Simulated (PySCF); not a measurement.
Computed IR spectrum (relative IR intensity) of a molecule C4H2BrCl. Geometry optimised at PBE-D3(BJ)/def2-SVP. One conformer was computed; it need not be the lowest. These are PBE-D3(BJ)/def2-SVP in PySCF values and carry that method's errors. Frequencies are harmonic and unscaled.

Lines under 2 % of the strongest are left out, and lines within 2 cm⁻¹ are merged.

ν (cm⁻¹): 256 (w), 618 (m), 662 (m), 699 (m), 773 (m), 809 (vs), 1011 (m), 1244 (vw), 1585 (w), 2145 (w), 3158 (w), 3406 (vs) (against the strongest line: vs over 80 %, s over 45 %, m over 15 %, w over 4 %, vw less)

### Question
Which structure fits?
A) C#C/C(Cl)=C\Br
B) C#C/C(Br)=C\Cl
C) C#C/C=C(/Cl)Br

### Answer
B, C#C/C(Br)=C\Cl
